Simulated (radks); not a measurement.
The numbers below are computed, except where a source is named.
Co I, 27 electrons, occupied as [Ar] 3d7 4s2.

Level of theory: Dirac Kohn-Sham, Slater X-alpha with alpha = 0.667, spin-unpolarised, spherical densities, point nucleus; open shells fill j = l - 1/2 first (a radial shooting solver on a logarithmic mesh with Libxc functionals).

Energy parts (eV):
total: -37783.967
kinetic: 38379.489
electron-nucleus: -90770.875
Hartree: 16093.205
exchange: -1485.786

Orbitals (lengths in bohr, moments of r in powers of bohr; <r^-3> diverges for s and p1/2; r(max) is where P^2 peaks):
orbital	occ.	eigenvalue (eV)	r(max)	<r^-3>	<1/r>	<r>	small-component weight
1s1/2	2	-7572.751	0.03684	-	26.99	0.05628	9.42e-03
2s1/2	2	-895.1436	0.2136	-	5.825	0.2559	1.75e-03
2p1/2	2	-777.3695	0.1703	-	5.781	0.2231	1.73e-03
2p3/2	4	-762.5885	0.1728	534.0	5.670	0.2262	1.71e-03
3s1/2	2	-100.4426	0.6692	-	1.837	0.7754	3.84e-04
3p1/2	2	-65.3553	0.6730	-	1.708	0.8109	3.42e-04
3p3/2	4	-63.4914	0.6806	67.76	1.682	0.8209	3.36e-04
3d3/2	4	-7.2530	0.6632	5.948	1.285	1.075	2.13e-04
3d5/2	3	-7.0611	0.6661	5.819	1.277	1.083	2.11e-04
4s1/2	2	-4.6929	2.321	-	0.4470	2.932	3.18e-05

The highest occupied level is 4s1/2 at -4.693 eV. The density falls to 0.001 e/bohr^3 at r = 4.42 bohr.
